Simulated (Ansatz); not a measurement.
Several settings on one geometry of tetraphenylphosphonium pentafluorobenzenesulfonate, `O=S(=O)([O-])c1c(F)c(F)c(F)c(F)c1F.c1ccc([P+](c2ccccc2)(c2ccccc2)c2ccccc2)cc1` (that of the charge 0 singlet, PBE-D4/def2-SVP). Ansatz on 2 threads of AMD EPYC 7R13 on a shared host and a share (18 GiB) of an NVIDIA H100 80GB HBM3; times are rough.

```xyz
60

O    -3.563   -0.568   -2.767
S    -2.637   -0.840   -1.647
O    -2.189   -2.256   -1.471
O    -1.488    0.145   -1.543
C    -3.629   -0.453   -0.137
C    -4.180   -1.443    0.690
F    -3.999   -2.747    0.464
C    -4.899   -1.103    1.850
F    -5.350   -2.063    2.669
C    -5.123    0.243    2.170
F    -5.799    0.571    3.277
C    -4.603    1.248    1.338
F    -4.810    2.537    1.643
C    -3.885    0.891    0.187
F    -3.419    1.894   -0.570
C     0.935    4.659   -0.131
C    -0.121    3.946   -0.720
C    -0.091    2.547   -0.786
C     1.014    1.858   -0.238
P     1.063    0.037   -0.302
C    -0.188   -0.666    0.805
C    -0.849    0.192    1.707
C    -1.667   -0.352    2.705
C    -1.844   -1.742    2.793
C    -1.195   -2.590    1.885
C    -0.354   -2.060    0.898
C     2.640   -0.467    0.501
C     2.708   -0.473    1.911
C     3.901   -0.826    2.555
C     5.030   -1.185    1.801
C     4.962   -1.192    0.400
C     3.772   -0.835   -0.252
C     1.212   -0.505   -2.027
C     2.026    0.295   -2.855
C     2.270   -0.101   -4.178
C     1.702   -1.285   -4.671
C     0.878   -2.065   -3.844
C     0.624   -1.684   -2.520
C     2.080    2.569    0.353
C     2.036    3.970    0.402
H     0.902    5.758   -0.086
H    -0.988    4.482   -1.137
H    -0.914    1.972   -1.245
H    -0.727    1.281    1.628
H    -2.182    0.318    3.409
H    -2.510   -2.165    3.560
H    -1.352   -3.677    1.934
H     0.169   -2.738    0.211
H     1.821   -0.210    2.508
H     3.946   -0.829    3.655
H     5.964   -1.469    2.309
H     5.840   -1.484   -0.196
H     3.723   -0.853   -1.351
H     2.456    1.235   -2.477
H     2.895    0.530   -4.828
H     1.886   -1.591   -5.712
H     0.395   -2.972   -4.239
H    -0.108   -2.249   -1.924
H     2.943    2.034    0.776
H     2.869    4.524    0.861
```

Totals from different functionals, basis sets or treatments of relativity can't be compared as stabilities.

HSE06 is defined as in plane-wave codes, on full-range PBE exchange. Correlated methods freeze no core orbitals.

(1) Give the basis size and estimate the energy, ⟨S²⟩, dipole and time of these runs.

| run | method | charge | state | further keys |
| --- | --- | --- | --- | --- |
| 1 | RKS ωB97X-V/def2-SVP | 0 | singlet | fitting: {mean_field: def2-universal-jkfit}; scf: {omitted_lower_state_checks: [starts]}; forces asked |
| 2 | RKS ωPBEh/6-31G | 0 | singlet | fitting: {mean_field: def2-universal-jkfit}; point_charges: [{charge: 1.00, position_ang: [10.381, 0.441, 0.166]}]; scf: {lower_state_search: full}; forces asked |
| 3 | RKS HSE06, rpa/def2-SVP | 0 | singlet | fitting: {mean_field: def2-universal-jkfit}; final_grid: {core_spheres: 20, valence_spheres: 16, degree: 47}; nuclear_model: gaussian; electrons: all; scf: {lower_state_search: off} |

Answers

(1) 
```
run  functions  energy (Eh)  ⟨S²⟩  dipole (D)  wall time
  1        668   -2617.2858     –       13.05       24 s
  2        408   -2616.6319     –       11.45       12 s
  3        668   -2613.7714     –           –       16 s
```
